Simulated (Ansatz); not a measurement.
Geometry optimisation, Ansatz, RKS r2SCANh-D4/def2-SVP.

The input (input.yaml):

```yaml
crystal:
  periodic: [false, false, false]
  atoms:
    - { symbol: Al, position_ang: [0.196333, -0.654991, -0.287138] }
    - { symbol: F, position_ang: [-0.552155, 0.630948, 2.175558] }
    - { symbol: F, position_ang: [1.682081, 0.024015, -0.493499] }
    - { symbol: F, position_ang: [-1.061341, -0.281721, -1.28793] }
    - { symbol: "N", position_ang: [-0.029606, -2.023841, 0.96132] }
    - { symbol: H, position_ang: [-0.898526, -2.549864, 0.881614] }
    - { symbol: Si, position_ang: [1.220764, -2.734826, 1.953962] }
    - { symbol: H, position_ang: [1.563931, -4.127919, 1.537363] }
    - { symbol: H, position_ang: [2.419217, -1.863364, 1.819587] }
    - { symbol: H, position_ang: [0.804155, -2.784349, 3.390563] }
    - { symbol: H, position_ang: [-0.611552, -0.290387, 2.2802] }
basis:
  gaussian: { orbitals: def2-SVP }
hamiltonian:
  xc: r2scanh
  dispersion: d4
relax:
  f_tol: 0.03
  max_steps: 50
```

Run as:

```bash
$ ansatz run input.yaml --threads 4 --pin off --max-ram 5120MiB --backend cpu --events-out ev --progress --plain --runs-dir out
```

Task: Where does it end, and by what steps?

Result: It converged. After 19 steps the energy has fallen by 2.359 eV; F2 moved furthest, 1.44 Å. Parted: F2–H11 (0.93 → 2.73 Å). Joined: Al1–F2 (2.88 → 1.67 Å), N5–H11 (2.25 → 1.02 Å).

```tsv
step	energy less start (eV)	largest force component (eV/Å)	accepted
0	0.0000	1.383	yes
1	-0.2174	0.888	yes
2	-0.4434	0.521	yes
3	-0.6309	0.728	yes
4	-0.6847	0.587	yes
5	-0.8036	1.111	yes
6	-0.9410	3.264	yes
7	-0.6023	11.478	no
8	-1.3620	1.838	yes
9	-1.6574	1.648	yes
10	-1.9433	0.998	yes
11	-2.1372	0.380	yes
12	-2.2299	0.297	yes
13	-2.2663	0.805	yes
14	-2.3060	0.397	yes
15	-2.3453	0.186	yes
16	-2.3567	0.065	yes
17	-2.3573	0.120	yes
18	-2.3583	0.031	yes
19	-2.3586	0.005	yes
```

```xyz
11
Properties=species:S:1:pos:R:3
Al 0.060 -0.313 0.094
F -0.238 1.134 0.864
F 1.670 -0.679 -0.199
F -1.030 -0.801 -1.065
N -0.244 -1.636 1.550
H -1.008 -2.248 1.251
Si 1.274 -2.571 1.933
H 1.631 -3.330 0.718
H 2.281 -1.589 2.383
H 0.931 -3.503 3.042
H -0.593 -1.120 2.362
```

Whether the end is a true minimum wasn't checked by a vibrational analysis.

Run time: 54 s on 4 threads of Arm Neoverse V2, on a shared host, peak memory 0.3 GiB.
